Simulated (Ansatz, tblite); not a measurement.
Forces on the cluster Zn₆O₇ at its r2SCAN-D4/def2-SVP geometry. Total charge 0; singlet.

The xTB rows come from tblite. The structure holds one bond between oxygen atoms, so isomers without such links may lie far lower. The structure comes from a short search, and lower isomers may exist.

GFN1-xTB (tblite), largest force 1.62 eV/Å:

```xyz
13
positions Å, forces eV/Å
Zn    0.282   -1.763   -1.093   -0.301   -0.020   -0.058
Zn   -0.105   -0.843    1.553    0.000   -0.004   -0.102
Zn    0.372    1.154   -1.292   -0.064   -0.071    0.040
Zn    2.178   -0.433    0.229   -0.358   -0.279   -0.152
Zn   -1.036    1.763    0.894   -0.144   -0.304   -0.342
Zn   -1.994   -0.233   -0.593    0.071   -0.250   -0.163
O    -1.719    0.066    1.410    0.250    0.027    0.094
O    -1.498   -1.748   -1.470    0.287    0.335    0.278
O     1.106   -1.989    0.696   -0.053    0.167    0.106
O     0.891    1.895    0.694    0.475   -1.120    1.074
O     1.382    0.758    1.540   -0.336    1.279   -0.939
O     1.564   -0.245   -1.561   -0.026    0.235    0.127
O    -1.423    1.618   -1.008    0.201    0.005    0.038
```

GFN2-xTB (tblite), largest force 1.31 eV/Å:

```
Zn -0.325 0.321 0.126
Zn 0.054 0.375 -0.248
Zn 0.091 -0.206 0.390
Zn -0.172 -0.297 -0.146
Zn -0.228 -0.166 -0.249
Zn 0.428 -0.204 -0.016
O 0.574 0.029 -0.531
O 0.439 0.512 0.426
O -0.262 0.695 -0.261
O -0.096 -1.162 0.599
O -0.421 0.555 -1.106
O -0.521 0.034 0.583
O 0.439 -0.488 0.433
```

PBE-D4/def2-SVP (Ansatz), largest force 0.62 eV/Å:

```
Zn 0.071 -0.084 -0.074
Zn -0.011 -0.035 0.159
Zn 0.072 0.106 -0.100
Zn 0.383 0.047 0.077
Zn -0.074 0.314 0.222
Zn -0.131 0.013 0.016
O -0.454 -0.130 0.324
O -0.294 -0.343 -0.288
O 0.166 -0.575 0.167
O 0.249 0.232 0.082
O 0.110 0.187 0.273
O 0.283 -0.069 -0.493
O -0.369 0.339 -0.366
```
